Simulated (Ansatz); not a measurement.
A made-up structure of MgZnF2, singlet:

F1  (-1.975, 1.345, 0.561)
Mg2  (-0.830, 0.569, 0.236)
Zn3  (0.825, -0.561, -0.234)
F4  (1.980, -1.353, -0.563)
(Å)

It is relaxed with PBE-D4/def2-SVP and then PBE0-D4/def2-TZVP (Ansatz 0.2.0). Atoms count as bonded within 1.22 times the sum of their covalent radii (H–H: 0.88 Å). The end point is not checked to be a true minimum.

Does its bonding change? (A judgement: the text doesn't fix the answer.)

Computed: No: no bond forms or breaks.

Where it ends: The first stage lowers the energy by 5.91 eV in 6 steps. It ends as MgZnF₂ ([F][Mg][Zn][F]):
```csv
atom,x (Å),y (Å),z (Å)
F1,-2.4345,1.6651,0.6927
Mg2,-1.0278,0.6977,0.2917
Zn3,1.0151,-0.6971,-0.2892
F4,2.4473,-1.6658,-0.6952
```

Labels in which every atom is bracketed show which atoms are joined, not bond orders.

For scale, one of the runs: PBE0-D4/def2-TZVP relaxation, 142 basis functions, launched by `ansatz run in.yaml --threads 2 --pin off --events-out ev --progress --plain --max-ram 4352MiB`. Hardware: 2 CPU threads of an Intel Xeon Platinum 8375C, shared host. Wall time about 14 s.
